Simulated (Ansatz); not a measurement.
The cluster Na₆. The state is a singlet with charge 0. Geometry B3LYP/def2-SVP.

```xyz
6

Na   -3.739    1.153    0.387
Na   -0.477    2.030   -0.054
Na   -1.512   -1.419    0.257
Na    0.898   -3.834    0.102
Na    2.841    2.680   -0.484
Na    1.990   -0.610   -0.208
```

The restricted singlet is unstable towards broken spin symmetry in Hartree–Fock (as tested in another run); at PBE/def2-SVP, PBE/def2-TZVPD, revPBE/def2-TZVP, r2SCAN/def2-TZVP and others this wasn't settled. The structure comes from a short search, and lower isomers may exist.

Q: Estimate the orbital energies around the gap (eV) in Ansatz with PBE/def2-SVP, PBE/def2-TZVPD, revPBE/def2-TZVP, r2SCAN/def2-TZVP, PBE0/def2-TZVP.

A: 
```tsv
orbital	PBE/def2-SVP	PBE/def2-TZVPD	revPBE/def2-TZVP	r2SCAN/def2-TZVP	PBE0/def2-TZVP
HOMO−5	-27.88	-27.93	-27.88	-29.00	-31.35
HOMO−4	-27.88	-27.93	-27.88	-29.00	-31.35
HOMO−3	-27.88	-27.93	-27.88	-29.00	-31.34
HOMO−2	-3.98	-4.01	-3.94	-4.04	-4.64
HOMO−1	-3.03	-3.07	-3.00	-3.04	-3.48
HOMO	-3.03	-3.06	-3.00	-3.04	-3.48
LUMO	-1.80	-1.85	-1.79	-1.72	-1.42
LUMO+1	-1.68	-1.72	-1.66	-1.58	-1.28
LUMO+2	-1.67	-1.72	-1.66	-1.58	-1.28
LUMO+3	-1.37	-1.48	-1.44	-1.40	-1.05
LUMO+4	-0.64	-0.80	-0.75	-0.58	-0.31
LUMO+5	-0.64	-0.80	-0.75	-0.58	-0.31
```
